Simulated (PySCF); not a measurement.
C2H6N2OSi, SMILES N[Si@@H](N=C=O)C.

The structure is a stationary point at PBE-D3(BJ)/def2-SVP. The structure was generated by enumeration; whether it is a known compound was not checked. The values are those of a single conformer.

Level of theory: PBE-D3(BJ)/def2-SVP (PySCF 2.14.0).

Frequencies are harmonic and unscaled.

```
mode  ν (cm⁻¹)  IR (km/mol)  moving atoms (share of kinetic energy)
----  --------  -----------  --------------------------------------
1           38          0.0          N 41 %, O 29 %, C 17 %, H 10 %
2           44          0.3                   N 60 %, O 26 %, H 9 %
3          148          0.1                                  H 96 %
4          188          5.9                  H 55 %, C 19 %, N 19 %
5          241          6.6         H 35 %, N 31 %, C 20 %, Si 13 %
6          267         17.3                          H 48 %, N 35 %
7          301         25.7                 H 44 %, N 26 %, Si 24 %
8          437        172.3                          H 64 %, N 33 %
9          537        114.6  Si 40 %, O 22 %, C 18 %, H 11 %, N 9 %
10         577         18.4                  C 73 %, O 15 %, N 12 %
11         581         18.8                  C 72 %, O 15 %, N 12 %
12         623         18.7                                  H 90 %
13         691         43.6                 C 39 %, H 29 %, Si 26 %
14         750          7.4                          H 74 %, C 16 %
15         810         11.1          H 61 %, N 20 %, C 11 %, Si 9 %
16         856        242.9                         H 79 %, Si 12 %
17         867         63.4                 H 48 %, N 25 %, Si 22 %
18         901        191.9                 H 62 %, Si 24 %, N 12 %
19        1222         30.6                          H 77 %, C 22 %
20        1380          3.6                                  H 96 %
21        1383          2.7                                  H 96 %
22        1459         24.1                          N 55 %, O 41 %
23        1498         38.7                          H 90 %, N 10 %
24        2191        138.4                                  H 97 %
25        2398       1261.4                  C 69 %, N 19 %, O 11 %
26        2980          1.0                                  H 97 %
27        3078          2.8                           H 91 %, C 9 %
28        3090          2.6                           H 91 %, C 9 %
29        3483         20.1                                  H 96 %
30        3577         23.1                           H 91 %, N 9 %
```
